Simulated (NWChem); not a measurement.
System: CH5CuO; SMILES [CH3][Cu]<-[OH2]

Here is an NWChem input.

```
start job
memory heap 200 mb stack 900 mb global 1100 mb
geometry units angstroms noautosym nocenter noautoz
  Cu    -0.000313    -0.118886    -0.009248
  C      0.000049    -2.011776     0.007377
  H      0.852804    -2.414317    -0.566823
  H     -0.923728    -2.413990    -0.444072
  H      0.070794    -2.411732     1.033829
  O     -0.000591     1.873824     0.001414
  H      0.769641     2.238371     0.456508
  H     -0.769521     2.238293     0.458770
end
basis spherical
  Cu library pcsseg-1
  C library pcsseg-1
  H library pcsseg-1
  O library pcsseg-1
end
dft
  xc slater vwn_5
  iterations 150
end
property
  shielding 7 1 2 3 4 5 6 7
end
task dft property
```

Excerpt of the output:

```
             Northwest Computational Chemistry Package (NWChem) 7.3.0
             --------------------------------------------------------

                             Geometry "geometry" -> ""
                             -------------------------

 Output coordinates in angstroms (scale by  1.889725989 to convert to a.u.)

  No.       Tag          Charge          X              Y              Z
 ---- ---------------- ---------- -------------- -------------- --------------
    1 Cu                  29.0000    -0.00031300    -0.11888600    -0.00924800
    2 C                    6.0000     0.00004900    -2.01177600     0.00737700
    3 H                    1.0000     0.85280400    -2.41431700    -0.56682300
    4 H                    1.0000    -0.92372800    -2.41399000    -0.44407200
    5 H                    1.0000     0.07079400    -2.41173200     1.03382900
    6 O                    8.0000    -0.00059100     1.87382400     0.00141400
    7 H                    1.0000     0.76964100     2.23837100     0.45650800
    8 H                    1.0000    -0.76952100     2.23829300     0.45877000

 Effective nuclear repulsion energy (a.u.)     170.8866004285

                              NWChem Property Module
                              ----------------------

  itol2e modified to match energy
  convergence criterion.

                                 NWChem DFT Module
                                 -----------------

 Summary of "ao basis" -> "ao basis" (spherical)
 ------------------------------------------------------------------------------
       Tag                 Description            Shells   Functions and Types
 ---------------- ------------------------------  ------  ---------------------
 Cu                         pcsseg-1                15       45   5s6p3d1f
 C                          pcsseg-1                 7       17   3s3p1d
 H                          pcsseg-1                 3        5   2s1p
 O                          pcsseg-1                 7       17   3s3p1d

  itol2e modified to match energy
  convergence criterion.

            General Information
            -------------------
          SCF calculation type: DFT
          Wavefunction type:  closed shell.
          No. of atoms     :     8
          No. of electrons :    48
           Alpha electrons :    24
            Beta electrons :    24
          Charge           :     0
          Spin multiplicity:     1
          Use of symmetry is: off; symmetry adaption is: off
          Maximum number of iterations: 150
          AO basis - number of functions:   104
                     number of shells:    44
          Convergence on energy requested:  1.00D-07
          Convergence on density requested:  1.00D-05
          Convergence on gradient requested:  5.00D-04

              XC Information
              --------------
                        Slater Exchange Functional  1.000 local
                      VWN V Correlation Functional  1.000 local

             Grid Information
             ----------------
          Grid used for XC integration:  fine
          Radial quadrature: Mura-Knowles
          Angular quadrature: Lebedev.
          Tag              B.-S. Rad. Rad. Pts. Rad. Cut. Ang. Pts.
          ---              ---------- --------- --------- ---------
          Cu                  1.35      140          10.0       974
          C                   0.70       70          12.0       590
          H                   0.35       60          13.0       590
          O                   0.60       70          12.0       590
          Grid pruning is: on
          Number of quadrature shells:   580
          Spatial weights used:  Erf1

      Superposition of Atomic Density Guess
      -------------------------------------

 Sum of atomic energies:       -1753.61946213

      Non-variational initial energy
      ------------------------------

 Total energy =   -1754.345705
 1-e energy   =   -2778.565103
 2-e energy   =     853.332797
 HOMO         =      -0.383127
 LUMO         =      -0.065656

[...]

          -----------------------------------------
          Chemical Shielding Tensors (GIAO, in ppm)
          -----------------------------------------

                                NWChem CPHF Module
                                ------------------

  scftype          =     RHF
  nclosed          =       24
  nopen            =        0
  variables        =     1920
  # of vectors     =        3
  tolerance        = 0.10D-03
  level shift      = 0.00D+00
  max iterations   =       50
  max subspace     =       30

 SCF residual:    3.5818009019592992E-004

Iterative solution of linear equations
  No. of variables     1920
  No. of equations        3
  Maximum subspace       30
        Iterations       50
       Convergence  1.0D-04

   iter   nsub   residual    time
   ----  ------  --------  ---------
     1      3    1.24D-04      76.3
     2      6    4.19D-09      80.9

      Atom:    1  Cu
        Diamagnetic
   2396.4841     -0.0009      0.0009
     -0.0009   2414.0122      0.2748
      0.0009      0.2748   2396.1416

        Paramagnetic
  -2516.7485     -0.3496      0.0787
     -0.3496    -38.9174     14.7148
      0.0787     14.7148  -2611.3556

        Total Shielding Tensor
   -120.2644     -0.3505      0.0796
     -0.3505   2375.0948     14.9896
      0.0796     14.9896   -215.2141

           isotropic =     679.8721
          anisotropy =    2542.9642

          Principal Components and Axis System
                 1           2           3
             2375.1816   -215.3009   -120.2644

      1        -0.0001     -0.0009      1.0000
      2         1.0000     -0.0058      0.0001
      3         0.0058      1.0000      0.0009

      Atom:    2  C
        Diamagnetic
    242.6404     -0.0031      0.0089
     -0.0031    257.8723     -0.1283
      0.0089     -0.1283    242.6992

        Paramagnetic
    -39.6610     -0.0359      0.0199
     -0.0359    -57.0269     -0.0870
      0.0199     -0.0870    -39.5847

        Total Shielding Tensor
    202.9794     -0.0389      0.0288
     -0.0389    200.8455     -0.2153
      0.0288     -0.2153    203.1145

           isotropic =     202.3131
          anisotropy =       1.2422

          Principal Components and Axis System
                 1           2           3
              203.1412    202.9735    200.8246

      1         0.1966      0.9803      0.0167
      2        -0.0948      0.0020      0.9955
      3         0.9759     -0.1973      0.0934

      Atom:    3  H
        Diamagnetic
     30.4340     -5.7742     -5.6450
     -5.7742     30.6672      3.8629
     -5.6450      3.8629     25.8143

        Paramagnetic
      2.5896      0.8235      0.7379
      0.8235      2.0524     -0.5493
      0.7379     -0.5493      3.3724

        Total Shielding Tensor
     33.0235     -4.9507     -4.9071
     -4.9507     32.7196      3.3136
     -4.9071      3.3136     29.1867

           isotropic =      31.6433
          anisotropy =      13.7018

          Principal Components and Axis System
                 1           2           3
               40.7778     28.3165     25.8355

      1         0.6653      0.4809      0.5711
      2        -0.5945      0.8040      0.0156
      3        -0.4516     -0.3499      0.8208

      Atom:    4  H
        Diamagnetic
     31.8920      6.2463      4.8047
      6.2463     30.6649      3.0277
      4.8047      3.0277     24.3666

        Paramagnetic
      2.4013     -0.8905     -0.6206
     -0.8905      2.0563     -0.4235
     -0.6206     -0.4235      3.5689

        Total Shielding Tensor
     34.2933      5.3557      4.1841
      5.3557     32.7211      2.6042
      4.1841      2.6042     27.9355

           isotropic =      31.6500
          anisotropy =      13.6851

          Principal Components and Axis System
                 1           2           3
               40.7734     28.3175     25.8591

      1         0.7211     -0.5257     -0.4513
      2         0.5946      0.8039      0.0136
      3         0.3556     -0.2781      0.8923

      Atom:    5  H
        Diamagnetic
     22.1458     -0.4744      0.8394
     -0.4744     30.5978     -6.9071
      0.8394     -6.9071     34.2412

        Paramagnetic
      3.7125      0.0657     -0.1116
      0.0657      2.1332      1.0453
     -0.1116      1.0453      2.1966

        Total Shielding Tensor
     25.8583     -0.4086      0.7278
     -0.4086     32.7310     -5.8618
      0.7278     -5.8618     36.4379

           isotropic =      31.6757
          anisotropy =      13.6538

          Principal Components and Axis System
                 1           2           3
               40.7783     28.4404     25.8085

      1         0.0555      0.0381      0.9977
      2        -0.5897      0.8076      0.0020
      3         0.8057      0.5885     -0.0672

      Atom:    6  O
        Diamagnetic
    388.8783      0.0114     -0.0247
      0.0114    387.4233      8.5376
     -0.0247      8.5376    372.1731

        Paramagnetic
    -10.7389      0.0106     -0.0610
      0.0106    -57.6527     -0.5364
     -0.0610     -0.5364    -61.2437

        Total Shielding Tensor
    378.1394      0.0220     -0.0858
      0.0220    329.7706      8.0012
     -0.0858      8.0012    310.9294

           isotropic =     339.6131
          anisotropy =      57.7896

          Principal Components and Axis System
                 1           2           3
              378.1395    332.7099    307.9900

      1         1.0000      0.0002      0.0013
      2         0.0002      0.9387     -0.3448
      3        -0.0012      0.3448      0.9387

      Atom:    7  H
        Diamagnetic
     34.5268      7.1494      6.9635
      7.1494     28.7096      4.9809
      6.9635      4.9809     23.8965

        Paramagnetic
      1.1403      0.0883      0.4778
      0.0883      0.2696     -0.5228
      0.4778     -0.5228     -0.7618

[...]
```

Level: LDA (Slater exchange, VWN5)/pcSseg-1, GIAO. Geometry: optimised at PBE0/def2-SVP. The printed shielding anisotropy is the first printed principal value minus the mean of the other two.
